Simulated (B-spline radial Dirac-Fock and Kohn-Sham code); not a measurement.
2p1/2 emission of Br⁴⁺

System: the Br⁴⁺ ion, configuration 1s2 2s2 2p6 3s2 3p6 3d10 4s2 4p1.

Method: independent-particle radiative and Coulomb Auger rates from relativistic LDA hole-state orbitals, with Dirac-Fock energies. Computed with an atomic code on a B-spline grid.

| line | multipole | energy (eV) | rate (s⁻¹) | share (%) |
| --- | --- | --- | --- | --- |
| Lη (L2-M1) | E1 | 1338.6 | 1.08e+12 | 3.24 |
| Lβ1 (L2-M4) | E1 | 1529.5 | 3.21e+13 | 96.2 |
| Lγ5 (L2-N1) | E1 | 1592.3 | 1.80e+11 | 0.538 |

The listed lines hold 100.0 % of the radiative rate. The radiative width is 0.0220 eV in the length form and 0.0226 eV in the velocity form; the two differ because the transition energies are not eigenvalue differences of the potential that gave the orbitals.
